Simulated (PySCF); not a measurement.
**Dipole moment and polarisability of `Cl[C@@H]1C=C[SiH2][SiH2]1`**

C3H7ClSi2.
Numbering: `[Cl:1][C@@H:2]1[CH:3]=[CH:4][SiH2:5][SiH2:6]1` (hydrogens: H7 on C2; H8 on C3; H9 on C4; H10, H11 on Si5; H12, H13 on Si6)

Structure used (GFN2-xTB), in Å, numbered top down from 1:
```xyz
13
C3H7ClSi2 angstrom
Cl    -1.784    0.796    1.856
C     -1.307    0.349    0.164
C     -0.893   -1.082    0.205
C      0.370   -1.478    0.083
Si     1.709   -0.181   -0.226
Si     0.138    1.503   -0.406
H     -2.226    0.465   -0.412
H     -1.691   -1.794    0.391
H      0.598   -2.532    0.156
H      2.658   -0.148    0.893
H      2.473   -0.537   -1.428
H     -0.206    1.964   -1.759
H      0.158    2.677    0.464
```

Level: B3LYP/def2-SVPD (PySCF), static field, nuclei fixed, core orbitals frozen in the response. The polarisability tensor in these axes (au):

```
x   115.30  -7.88 -13.33
y    -7.88 102.36   0.41
z   -13.33   0.41  91.38
```

Give the principal values, the mean and the anisotropy Δα = √{½[(α1 − α2)² + (α2 − α3)² + (α1 − α3)²]}.

Principal values 84.93, 100.32 and 123.80 au; mean 103.01 au = 15.27 Å³ = 16.98 × 10⁻⁴⁰ C²·m²/J; Δα = 33.91 au (33 % of the mean).

What is the dipole moment, and where does it point?

(0.58, -0.71, -1.57) D, 1.82 D in size, pointing from the negative to the positive side. Measured along this direction, the outermost atoms are Cl1 at the negative end and H11 at the positive end.

Find the Langevin capture rate constant for NO+ (29.998 u) meeting this molecule (133.977 u), k = 2.342 × 10⁻⁹ cm³/s × √(α in Å³ / reduced mass in u).

The reduced mass is 24.51 u, so k = 1.85 × 10⁻⁹ cm³/s. The formula leaves out the permanent dipole, which adds to the capture rate.

What depolarisation ratio follows for Rayleigh scattering of linearly polarised light, taking the static tensor?

ρ = 3Δα²/(45ᾱ² + 4Δα²) = 3448.9/(477537 + 4598.6) = 0.00715.

Molar refractivity from α?

Lorentz–Lorenz: R = (4π/3)N_A α = 2.5225 cm³/(mol·Å³) × 15.27 Å³ = 38.5 cm³/mol, in the limit of long wavelengths.

In a dilute gas of rigid molecules at 298 K, how does the orientational term μ²/3kT compare with the electronic polarisability?

In Gaussian units μ²/3kT = 26.92 Å³ against 15.27 Å³, a ratio of 1.76; the Debye molar polarisation (4π/3)N_A(α + μ²/3kT) is 106.4 cm³/mol, leaving out the vibrational part.

Isolated species at its GFN2-xTB geometry (one conformer only).
